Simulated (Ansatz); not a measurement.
Gas-phase electronic energies from Ansatz, PBE0-D4/def2-TZVP geometries. CBS: MP2 limit from def2 TZ/QZ plus the TZ coupled-cluster correction, frozen cores. This one scheme is used for every species. DFT in def2-TZVPP. B3LYP here is the variant with VWN-RPA as its local correlation; programs differ in this. Each species was taken in one conformer, which may not be the lowest.

`C=NP[SiH3]` + `O[SiH3]` → `O[SiH2]P[SiH3]` + `C=N`  (formal exchange of groups at a P–N bond)

```
             level  ΔE (kcal/mol)  difference from CCSD(T)/CBS
            PBE-D4          -15.2                          0.3
         r2SCAN-D4          -14.9                          0.6
           PBE0-D4          -16.2                         -0.7
          B3LYP-D4          -13.3                          2.2
           ωB97X-V          -14.9                          0.6
           ωB97M-V          -15.0                          0.5
            B2PLYP          -13.3                          2.2
               PBE          -14.7                          0.8
            r2SCAN          -14.8                          0.7
              PBE0          -15.7                         -0.2
             B3LYP          -12.4                          3.1
     HF/def2-TZVPP          -12.6                          2.9
    MP2/def2-TZVPP          -15.1                          0.4
SCS-MP2/def2-TZVPP          -13.9                          1.6
   CCSD/def2-TZVPP          -15.2                          0.3
CCSD(T)/def2-TZVPP          -15.3                          0.2
     HF/def2-QZVPP          -12.3                          3.2
    MP2/def2-QZVPP          -15.1                          0.4
SCS-MP2/def2-QZVPP          -14.0                          1.5
      HF/CBS(def2)          -12.2                          3.3
     MP2/CBS(def2)          -15.3                          0.2
    CCSD/CBS(def2)          -15.4                          0.1
       CCSD(T)/CBS          -15.5                            0
```

Largest T1 diagnostic among the species: 0.015.

From PBE to PBE0 (25 % exact exchange), in def2-TZVPP and without D4, ΔE moves by −1.0 kcal/mol. In def2-TZVPP, CCSD(T) changes the Hartree–Fock value by −2.7 kcal/mol (the triples alone add −0.1 kcal/mol) and MP2 by −2.5 kcal/mol.
